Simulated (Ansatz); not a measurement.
Reaction (ligand exchange at the Sn–N bond): `CC(C)[NH][Sn]([Cl])([Cl])[NH]C(C)C` + HCl → `CC(C)[NH][Sn]([Cl])([Cl])[Cl]` + `CC(C)N`

Program: Ansatz. Geometries: PBE0-D4/def2-TZVP. ΔE: electronic, gas phase. CCSD(T)/CBS is the MP2 limit (def2-TZVPP, def2-QZVPP) plus CCSD(T) − MP2 in def2-TZVPP, frozen cores. This one scheme is used for every species. DFT in def2-TZVPP. B3LYP here is the variant with VWN-RPA as its local correlation; programs differ in this. HSE06 is defined as in plane-wave codes. def2 core potentials past Kr. For Sn outer-core shells are correlated without core-valence functions, which leaves a few kJ/mol of doubt a bond. One conformer a species, not always the lowest.

`CC(C)[NH][Sn]([Cl])([Cl])[NH]C(C)C`:

Z-matrix (Å, degrees):
```
C
C 1 1.516
H 1 1.095 2 112.1
H 1 1.093 2 110.4 3 -120.2
H 1 1.092 2 110.4 3 119.4
N 2 1.464 1 109.7 3 61.3
C 2 1.519 1 111.3 3 -178.6
H 2 1.101 1 108.0 3 -60.2
Sn 6 2.000 2 120.0 1 -56.9
H 6 1.014 2 111.3 1 173.4
H 7 1.093 2 110.6 1 60.0
H 7 1.093 2 110.3 1 -60.3
H 7 1.093 2 111.1 1 179.7
Cl 9 2.334 6 103.2 2 -156.7
N 9 2.000 6 116.9 2 79.9
Cl 9 2.334 6 111.9 2 -38.9
C 15 1.464 9 120.0 6 79.9
H 15 1.014 9 109.5 6 -149.6
C 17 1.516 15 109.7 9 -56.9
C 17 1.519 15 108.4 9 -178.6
H 17 1.101 15 111.3 9 62.6
H 19 1.093 17 110.4 15 -58.9
H 19 1.092 17 110.4 15 -179.2
H 19 1.095 17 112.1 15 61.3
H 20 1.093 17 111.1 15 -59.6
H 20 1.093 17 110.6 15 -179.2
H 20 1.093 17 110.3 15 60.5
```

HCl:

```xyz
2

Cl   -0.042   -0.260   -0.583
H     0.042    0.260    0.583
```

`CC(C)[NH][Sn]([Cl])([Cl])[Cl]`:

Z-matrix (Å, degrees):
```
C
C 1 1.516
H 1 1.092 2 110.5
H 1 1.091 2 110.4 3 -120.4
H 1 1.096 2 112.0 3 120.8
C 2 1.519 1 111.4 3 62.7
N 2 1.466 1 109.7 3 -57.0
H 2 1.100 1 108.2 3 -178.5
H 6 1.092 2 110.5 1 60.5
H 6 1.093 2 110.3 1 -59.8
H 6 1.093 2 111.2 1 -179.9
Sn 7 1.995 2 120.4 1 -54.0
H 7 1.014 2 111.7 1 175.2
Cl 12 2.304 7 107.1 2 -154.4
Cl 12 2.314 7 114.1 2 -33.7
Cl 12 2.298 7 112.3 2 87.2
```

`CC(C)N`:

```xyz
13

C    -0.321   -1.248    0.518
C     0.285    0.105    0.195
C     0.335    0.347   -1.302
N    -0.530    1.145    0.813
H    -0.353   -1.419    1.597
H    -1.344   -1.302    0.137
H     0.263   -2.055    0.069
H     1.322    0.110    0.572
H     0.937   -0.416   -1.802
H     0.774    1.322   -1.531
H    -0.675    0.326   -1.720
H    -0.559    1.024    1.818
H    -0.133    2.060    0.635
```

```csv
level,ΔE (kJ/mol),difference from CCSD(T)/CBS
LDA (SPW92),-66.8,-0.5
PBE-D4,-70.5,-4.2
revPBE-D4,-67.6,-1.3
BLYP-D4,-68.0,-1.7
r2SCAN-D4,-74.4,-8.1
B97M-V,-78.6,-12.3
PBE0-D4,-74.6,-8.3
B3LYP-D4,-72.2,-5.9
r2SCANh-D4,-75.5,-9.2
r2SCAN0-D4,-77.2,-10.9
HSE06-D4,-75.0,-8.7
CAM-B3LYP-D4,-72.3,-6.0
ωB97X-V,-72.5,-6.2
ωB97M-V,-72.8,-6.5
B2PLYP,-77.2,-10.9
PBE-QIDH,-75.3,-9.0
PBE,-80.8,-14.5
revPBE,-86.5,-20.2
BLYP,-86.0,-19.7
r2SCAN,-79.0,-12.7
PBE0,-84.3,-18.0
B3LYP,-87.2,-20.9
r2SCANh,-80.5,-14.2
r2SCAN0,-82.5,-16.2
HSE06,-84.4,-18.1
BHLYP,-90.1,-23.8
CAM-B3LYP,-82.7,-16.4
LC-ωPBE,-79.6,-13.3
HF/def2-SVP,-99.6,-33.3
CCSD/def2-SVP,-71.1,-4.8
CCSD(T)/def2-SVP,-66.9,-0.6
HF/def2-TZVPP,-99.1,-32.8
MP2/def2-TZVPP,-60.2,6.1
SCS-MP2/def2-TZVPP,-64.7,1.6
CCSD/def2-TZVPP,-65.8,0.5
CCSD(T)/def2-TZVPP,-60.8,5.5
HF/def2-QZVPP,-100.6,-34.3
SCS-MP2/def2-QZVPP,-68.5,-2.2
MP2/CBS(def2),-65.8,0.5
CCSD/CBS(def2),-71.3,-5.0
CCSD(T)/CBS,-66.3,0
```

Largest T1 diagnostic among the species: 0.011.

In def2-TZVPP, CCSD(T) changes the Hartree–Fock value by +38.3 kJ/mol (the triples alone add +5.0 kJ/mol) and MP2 by +38.8 kJ/mol. The D4 term adds +15.0 kJ/mol with B3LYP and +9.8 kJ/mol with PBE0; it sums over pairs of atoms, weighted by their polarisabilities, and B3LYP, whose exchange is more repulsive, gets the larger term.
